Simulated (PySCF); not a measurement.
**BF₃: adding exact exchange**

Base calculation in PySCF with density fitting and no spin–orbit coupling, PBE/def2-TZVP (no relativity): singlet, D3h, B–F 1.325 Å (×3); wavenumbers 457 (×2), 659, 859, 1412 (×2) cm⁻¹; gap between the highest occupied and lowest empty levels 9.49 eV, polar-tensor charge of B 1.58 e, atomisation energy (no zero-point energy) 2016 kJ/mol.

Q: What changes on going to PBE0/def2-TZVP (no relativity)?

A: The point group stays the same. Changes: mean bond to B -0.014 Å, highest wavenumber +66 cm⁻¹, lowest wavenumber +18 cm⁻¹, gap between the highest occupied and lowest empty levels +3.19 eV, polar-tensor charge of B +0.09 e, atomisation energy (no zero-point energy) -66 kJ/mol. The new structure has B–F 1.311 Å (×3), with wavenumbers 475 (×2), 686, 897, 1478 (×2) cm⁻¹. Exact exchange shortens and stiffens the bonds and opens the gap, the usual pattern.

The structures come from searches over a few start shapes, so lower isomers are not excluded.
